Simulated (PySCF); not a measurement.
O (oxygen, neutral) across methods

[He] 2s1 2p5, 2s spin antiparallel (an excited configuration). Computed with PySCF 2.14 in def2-TZVPPD (6s4p3d1f, 40 functions), with no relativity, point nucleus. The B2PLYP total includes its PT2 part (frozen core); its orbital energies are those of the SCF part.

```csv
method,E (hartree),mean ε 2s β (eV),mean ε 2p β (eV),mean ε 2p α (eV),Σ⟨r²⟩ (bohr²),⟨S²⟩
PBE,-74.4034,-24.261,-9.532,-9.413,12.25,1.001
r2SCAN,-74.3947,-25.348,-10.136,-9.721,12.06,1.003
BLYP,-74.4865,-24.164,-9.536,-9.353,12.31,1.001
UHF,-74.03097,-35.623,-17.913,-14.655,12.08,1.013
PBE0,-74.3686,-27.271,-11.741,-10.978,12.11,1.003
HSE06,-74.3782,-26.814,-11.337,-10.565,12.11,1.003
PW91,-74.4580,-24.294,-9.597,-9.483,12.22,1.001
LDA,-73.9353,-24.159,-9.541,-9.594,12.28,1.001
```

Task: Estimate the same row for B2PLYP.

Result: E (hartree) = -74.3863; mean ε 2s β (eV) = -30.363; mean ε 2p β (eV) = -14.069; mean ε 2p α (eV) = -12.417; Σ⟨r²⟩ (bohr²) = 12.11; ⟨S²⟩ = 1.005.

With the s spin flipped the determinant is a mixture of two multiplicities, not a spectroscopic state.
